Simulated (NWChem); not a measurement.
The numbers come from NWChem runs, not from measurements. System: Mg (+1), charge 1, spin multiplicity 2. Its SCF solution wasn't tested for a lower state. Level: ROCCSD(T)/def2-TZVP, 5 core orbitals frozen.

Job file:

```
start mol
memory heap 100 mb stack 700 mb global 1900 mb
charge 1
geometry units angstroms nocenter noautoz
  Mg     0.000000     0.000000     0.000000
  symmetry group D2h
end
basis spherical
  * library def2-tzvp
end
scf
  rohf
  nopen 1
  maxiter 100
  thresh 1e-7
  semidirect memsize 60000000 filesize 0
  # guess.movecs holds the orbitals of an unrestricted PBE0 run
  vectors input guess.movecs output mol.movecs
end
tce
  freeze core 5
  ccsd(t)
  2eorb
  2emet 13
  thresh 1e-6
  maxiter 100
  tilesize 24
end
task tce energy
```

Output (cleaned and shortened):

```
             Northwest Computational Chemistry Package (NWChem) 7.3.0
             --------------------------------------------------------

                                NWChem Input Module
                                -------------------

 Scaling coordinates for geometry "geometry" by  1.889725989
 (inverse scale =  0.529177249)

                             Geometry "geometry" -> ""
                             -------------------------

 Output coordinates in angstroms (scale by  1.889725989 to convert to a.u.)

  No.       Tag          Charge          X              Y              Z
 ---- ---------------- ---------- -------------- -------------- --------------
    1 Mg                  12.0000     0.00000000     0.00000000     0.00000000

 Effective nuclear repulsion energy (a.u.)       0.0000000000

            Nuclear Dipole moment (a.u.)
            ----------------------------
        X                 Y               Z
 ---------------- ---------------- ----------------
     0.0000000000     0.0000000000     0.0000000000

      Symmetry information
      --------------------

 Group name             D2h
 Group number             26
 Group order               8
 No. of unique centers     1

      Symmetry unique atoms

     1


 Summary of "ao basis" -> "" (spherical)
 ------------------------------------------------------------------------------
       Tag                 Description            Shells   Functions and Types
 ---------------- ------------------------------  ------  ---------------------
 *                         def2-tzvp                  on all atoms

 Summary of "ao basis" -> "ao basis" (spherical)
 ------------------------------------------------------------------------------
       Tag                 Description            Shells   Functions and Types
 ---------------- ------------------------------  ------  ---------------------
 Mg                        def2-tzvp                12       32   5s4p3d

                                 NWChem SCF Module
                                 -----------------

  ao basis        = "ao basis"
[...]
     2   1 1 0      0.000000      0.000000      0.000000
     2   1 0 1     -0.000000     -0.000000      0.000000
     2   0 2 0     -4.692095     -3.104914      0.000000
     2   0 1 1     -0.000000     -0.000000      0.000000
     2   0 0 2     -4.692095     -3.104914      0.000000

                   NWChem Extensible Many-Electron Theory Module
                   ---------------------------------------------


            General Information
            -------------------
      Number of processors :     1
         Wavefunction type : Restricted open-shell Hartree-Fock
          No. of electrons :    11
           Alpha electrons :     6
            Beta electrons :     5
           No. of orbitals :    64
            Alpha orbitals :    32
             Beta orbitals :    32
        Alpha frozen cores :     5
         Beta frozen cores :     5
     Alpha frozen virtuals :     0
      Beta frozen virtuals :     0
         Spin multiplicity : doublet
    Number of AO functions :    32
       Number of AO shells :    12
        Use of symmetry is : on
      Symmetry adaption is : on
         Schwarz screening : 0.10D-09

          Correlation Information
          -----------------------
          Calculation type : Coupled-cluster singles & doubles w/ perturbation
   Perturbative correction : (T)
            Max iterations :      100
        Residual threshold : 0.10D-05
     T(0) DIIS level shift : 0.00D+00
     L(0) DIIS level shift : 0.00D+00
     T(1) DIIS level shift : 0.00D+00
     L(1) DIIS level shift : 0.00D+00
     T(R) DIIS level shift : 0.00D+00
     T(I) DIIS level shift : 0.00D+00
   CC-T/L Amplitude update :  5-th order DIIS
                I/O scheme : Global Array Library
        L-threshold :  0.10D-05
        EOM-threshold :  0.10D-05
 no EOMCCSD initial starts read in
 TCE RESTART OPTIONS
 SLICE:      F
 D4D5:       F
 quantumc:   F
 qrotation:  F
 pwtce:      F
 qducc:      F
 nacto:                         0
 nrotv:                         0
 nrot:                          0

            Memory Information
            ------------------
          Available GA space size is     249034752 doubles
          Available MA space size is     104855380 doubles

 Maximum block size supplied by input
 Maximum block size        24 doubles

 tile_dim =      8

 -------------------------------------------------

 Global array virtual files algorithm will be used

 Parallel file system coherency ......... OK

 4-electron integrals stored in orbital form

 v2    file size   =            19190
 4-index algorithm nr.  13 is used
 imaxsize =       30
 imaxsize ichop =        0


CCSD iterations
 ---------------------------------------------------------
 Iter          Residuum       Correlation     Cpu    Wall
 ---------------------------------------------------------
    1   0.0000000000119  -0.0000000000000     0.0     0.0
 -----------------------------------------------------------------
 Iterations converged
 CCSD correlation energy / hartree =        -0.000000000000000
 CCSD total energy / hartree       =      -199.363607202935185

 Singles contributions

 Doubles contributions
 CCSD(T)
 Using plain CCSD(T) code
             total no. of tasks           11
 total no. of tasks / no. procs           11
                         wl_min           27           1.7
                         wl_max          512           2.8
        thresh for no. of tasks           11

 CCSD[T]  correction energy / hartree =         0.000000000000000
 CCSD[T] correlation energy / hartree =        -0.000000000000000
 CCSD[T] total energy / hartree       =      -199.363607202935185
 CCSD(T)  correction energy / hartree =         0.000000000000000
 CCSD(T) correlation energy / hartree =        -0.000000000000000
 CCSD(T) total energy / hartree       =      -199.363607202935185

 Task  times  cpu:        0.4s     wall:        0.4s

 Total times  cpu:        0.4s     wall:        0.4s
```
